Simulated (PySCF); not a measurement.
Isomers of C10H10. Computed with PySCF, TDDFT wB97X-D/def2-SVPD, vertical, gas phase, core orbitals frozen in the response. Geometries: PBE0-D3(BJ)/def2-SVP; one conformer of each isolated species. Triplets are in the Tamm–Dancoff approximation.

A. `C=CC1=CC=CC=CC1=C`
B. `C=Cc1ccc2c(c1)CC2`
C. `C=CC(=C)c1ccccc1`

Lowest singlet levels (six at most, fewer where fewer were computed) with oscillator strengths:

1. 5.44 eV (f 0.000); 5.78 eV (f 0.496); 5.91 eV (f 0.003); 6.12 eV (f 0.008); 6.17 eV (f 0.003); 6.41 eV (f 0.014); T1 3.27 eV
2. 4.80 eV (f 0.227); 5.18 eV (f 0.195); 6.17 eV (f 0.223); 6.51 eV (f 0.569); 6.74 eV (f 0.004); 6.86 eV (f 0.003); T1 3.25 eV
3. 3.30 eV (f 0.093); 4.44 eV (f 0.058); 5.22 eV (f 0.400); 5.59 eV (f 0.073); 5.85 eV (f 0.392); 6.16 eV (f 0.012); T1 2.15 eV

Question: Which spectrum belongs to which structure?

Answer: 1 = C, 2 = B, 3 = A.
- A: S1 at 3.30 eV, HOMO→LUMO (96%); Löwdin shares by element: HOMO carbon 45% or more (atoms not listed hold the other 55%); LUMO carbon 53% or more (atoms not listed hold the other 47%); HOMO -7.45 and LUMO -0.19 eV.
- B: S1 at 4.80 eV, HOMO→LUMO (66%), HOMO→LUMO+1 (17%), HOMO-1→LUMO (11%); Löwdin shares by element: HOMO carbon 61% or more (atoms not listed hold the other 39%); LUMO carbon 56% or more (atoms not listed hold the other 44%); HOMO -8.03 and LUMO 0.64 eV.
- C: S1 at 5.44 eV, HOMO-1→LUMO+2 (46%), HOMO-2→LUMO+1 (36%), HOMO→LUMO+1 (10%); Löwdin shares by element: HOMO carbon 81% or more (atoms not listed hold the other 19%); LUMO carbon 79% or more (atoms not listed hold the other 21%); HOMO -8.53 and LUMO 0.81 eV; point group Cs, 1 of its 6 listed states under f = 0.0005.
